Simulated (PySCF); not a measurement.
Screening by computed properties: pick the candidate that meets the target.

All species are isolated and taken at one optimised geometry, non-relativistic unless stated. Electronic properties by PySCF.

The conformers computed, where there is a choice (atom-mapped SMILES and torsion angles):
- `[CH2:1]=[CH:2][C:3](=[CH2:4])[C@@H:5]([F:6])[CH2:7][F:8]`: C1–C2–C3–C4 177°, C2–C3–C5–F6 162°, C3–C5–C7–F8 170°
- `[CH2:1]=[CH:2][CH2:3][NH:4][Ge@H:5]([F:6])[CH:7]1[CH2:8][CH2:9]1`: C1–C2–C3–N4 -124°, C2–C3–N4–Ge5 -147°, C3–N4–Ge5–F6 -74°, N4–Ge5–C7–C8 151°
- `[CH3:1][c:2]1[cH:3][cH:4][c:5]([O:6][CH:7]([F:8])[F:9])[o:10]1`: C4–C5–O6–C7 -177°, C5–O6–C7–F8 -80°
- `[N:1]#[C:2][C@@H:3]([F:4])[CH2:5][F:6]`: C2–C3–C5–F6 170°
- `[CH2:1]=[CH:2][P:3](=[O:4])([CH:5]=[CH2:6])[CH:7]=[CH2:8]`: C1–C2–P3–O4 0°, C2–P3–C5–C6 125°, C2–P3–C7–C8 -125°

Question: Wanted: smallest rotational constant above 1 GHz (PBE0-D3(BJ)/def2-SVP) and HOMO–LUMO gap above 8 eV (PBE0/def2-SVPD), at PBE0-D3(BJ)/def2-SVP geometries. Which candidate meets both?
A. `ClS(=O)(=O)C`
B. `Cc1ccc(OC(F)F)o1`
C. `N#C[C@@H](F)CF`
D. `C=CC[NH][Ge@H]([F])[CH]1CC1`
E. `C=CC(=C)[C@@H](F)CF`

Answer: C. Computed values:
```csv
species,smallest rotational constant,HOMO–LUMO gap
C=CC[NH][Ge@H]([F])[CH]1CC1,0.500 GHz,7.05 eV
Cc1ccc(OC(F)F)o1,0.669 GHz,6.50 eV
C=CC(=C)[C@@H](F)CF,1.101 GHz,5.86 eV
N#C[C@@H](F)CF,1.820 GHz,9.38 eV
ClS(=O)(=O)C,2.593 GHz,7.16 eV
```

Question: Wanted: static isotropic polarisability above 90 au (PBE0/def2-SVPD) and dipole moment below 2.5 D (PBE0/def2-SVPD), at PBE0-D3(BJ)/def2-SVP geometries. Which candidate meets both?
A. `N#C[C@@H](F)CF`
B. `[NH](CC=C)[Ge@@H]([CH]1CC1)[F]`
C. `C=CC(=C)[C@@H](F)CF`
D. `C=CP(=O)(C=C)C=C`
E. `S(Cl)(=O)(C)=O`

Answer: B. Computed values:
```csv
species,static isotropic polarisability,dipole moment
N#C[C@@H](F)CF,42.0 au,1.94 D
S(Cl)(=O)(C)=O,56.1 au,3.90 D
C=CC(=C)[C@@H](F)CF,77.8 au,2.83 D
C=CP(=O)(C=C)C=C,99.9 au,3.57 D
[NH](CC=C)[Ge@@H]([CH]1CC1)[F],109.2 au,2.18 D
```

Question: Wanted: HOMO energy below -9.7 eV (PBE0/def2-SVPD) and electronic spatial extent ⟨r²⟩ about the centre of nuclear charge below 1100 bohr² (PBE0/def2-SVPD), at PBE0-D3(BJ)/def2-SVP geometries. Which candidate meets both?
A. `CS(=O)(=O)Cl`
B. `C=CC[NH][Ge@H]([F])[CH]1CC1`
C. `CC1=CC=C(OC(F)F)O1`
D. `C=CC(=C)[C@@H](F)CF`
E. `N#C[C@@H](F)CF`
F. `C=CP(=O)(C=C)C=C`

Answer: E. Computed values:
| species | HOMO energy | electronic spatial extent ⟨r²⟩ about the centre of nuclear charge |
| --- | --- | --- |
| N#C[C@@H](F)CF | -10.05 eV | 595 bohr² |
| CS(=O)(=O)Cl | -9.32 eV | 565 bohr² |
| C=CP(=O)(C=C)C=C | -7.79 eV | 1168 bohr² |
| C=CC(=C)[C@@H](F)CF | -7.23 eV | 1057 bohr² |
| C=CC[NH][Ge@H]([F])[CH]1CC1 | -7.08 eV | 2306 bohr² |
| CC1=CC=C(OC(F)F)O1 | -6.22 eV | 1615 bohr² |
